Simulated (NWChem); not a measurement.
A series in which one site is exchanged, each optimised at PBE0/def2-SVP with NWChem, gas phase unless a solvent is named. Some are not confirmed as minima by frequencies. def2 effective core potentials on Cd, Te, I; no spin-orbit coupling.

A: [CH3][Zn][I] (CH₃IZn; site = Zn)
B: [CH3][Cd][I] (CH3CdI; site = Cd)
C: C[Se]I (CH$_{3}$ISe; site = Se)
D: C[Te]I (CH3ITe; site = Te)

```
quantity                                                       A     B    C     D
---------------------------------------------------------  -----  ----  ---  ----
vertical ionisation energy, ΔSCF, CAM-B3LYP/def2-SVP (eV)  10.24  9.50  ___  8.17
static polarisability, CAM-B3LYP/def2-SVPD (bohr³)          74.7  83.3  ___  91.9
lowest singlet excitation, CAM-B3LYP/def2-SVPD, TDA (eV)    5.64  5.19  ___  2.10
```

Some entries are withheld; supply them.


- vertical ionisation energy, ΔSCF, CAM-B3LYP/def2-SVP (eV), C: 8.57
- static polarisability, CAM-B3LYP/def2-SVPD (bohr³), C: 78.2
- lowest singlet excitation, CAM-B3LYP/def2-SVPD, TDA (eV), C: 2.40
